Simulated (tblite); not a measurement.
C₉H₇ (doublet state).
InChI=1S/C9H7/c1-3-8-6-5-7-9(8)4-2/h1,4-6H,2H3/b9-4-

Level: GFN2-xTB in tblite, geometry and Hessian alike; calculated harmonic values, unscaled, isolated species. Against measured fundamentals such values can be off by several per cent, at times by over 20. Open shells enter through the occupations alone, without spin polarisation, and single modes of such species can be off by tens of per cent.

Harmonic wavenumbers (cm⁻¹): 70.0, 92.5, 141.5, 175.9, 215.9, 262.7, 387.8, 393.1, 410.2, 461.8, 579.7, 581.3, 643.8, 656.1, 702.0, 772.7, 797.1, 817.8, 843.9, 962.0, 1011.6, 1014.2, 1110.0, 1133.2, 1182.1, 1203.3, 1230.7, 1311.1, 1391.8, 1457.8, 1463.6, 1513.9, 1593.6, 1679.6, 2221.7, 2988.8, 3006.5, 3033.2, 3077.6, 3117.7, 3151.4, 3395.0.

A = 2324, B = 1716, C = 993.0 MHz; mass 115.055 u (most abundant isotopes); point group Cs, symmetry number 1; spin multiplicity 2.

Task: Zero-point energy?

Result: ½Σν̃ = 26128 cm⁻¹ = 312.56 kJ/mol.

Task: Give the ideal-gas entropy at 500 K and 1 bar in the rigid-rotor, harmonic-oscillator model (classical rotation).

Result: Translation 178.79, rotation 126.89, vibration 174.45, spin (R ln 2) 5.76: S = 485.9 J/(mol K).

Task: And Cp and H(500 K) − H(0)?

Result: Cp = 212.17 J/(mol K), of which vibrations give 178.91 (their classical limit is 42 R = 349.2); H(500 K) − H(0) = 63.09 kJ/mol without the zero-point energy, 46.46 from vibrations.

Task: How do the functions run with temperature in this model?

Result: 
```json
{"T (K)": "50", "S (J/(mol K))": "242.1", "Cp (J/(mol K))": "48.7", "H − H(0) (kJ/mol)": "1.92", "G − H(0) (kJ/mol)": "-10.18", "ln q(vib)": "0.24"}
{"T (K)": "100", "S (J/(mol K))": "282.5", "Cp (J/(mol K))": "69.5", "H − H(0) (kJ/mol)": "4.90", "G − H(0) (kJ/mol)": "-23.35", "ln q(vib)": "1.07"}
{"T (K)": "298.15", "S (J/(mol K))": "393.3", "Cp (J/(mol K))": "147.4", "H − H(0) (kJ/mol)": "26.39", "G − H(0) (kJ/mol)": "-90.88", "ln q(vib)": "5.27"}
{"T (K)": "373.15", "S (J/(mol K))": "429.4", "Cp (J/(mol K))": "174.3", "H − H(0) (kJ/mol)": "38.47", "G − H(0) (kJ/mol)": "-121.74", "ln q(vib)": "6.95"}
{"T (K)": "750", "S (J/(mol K))": "582.4", "Cp (J/(mol K))": "263.1", "H − H(0) (kJ/mol)": "123.02", "G − H(0) (kJ/mol)": "-313.77", "ln q(vib)": "15.24"}
{"T (K)": "1000", "S (J/(mol K))": "662.8", "Cp (J/(mol K))": "295.5", "H − H(0) (kJ/mol)": "193.12", "G − H(0) (kJ/mol)": "-469.70", "ln q(vib)": "20.26"}
```

q(vib) and H(0) count from the zero-point level.

Task: Which modes carry the vibrational entropy at 500 K?

Result: 70.0 cm⁻¹: 21.65; 92.5 cm⁻¹: 19.34; 141.5 cm⁻¹: 15.84; 175.9 cm⁻¹: 14.06; 215.9 cm⁻¹: 12.40; 262.7 cm⁻¹: 10.84 J/(mol K); the other 36 give 80.30 together.

Hindered rotation and anharmonicity are outside this model.
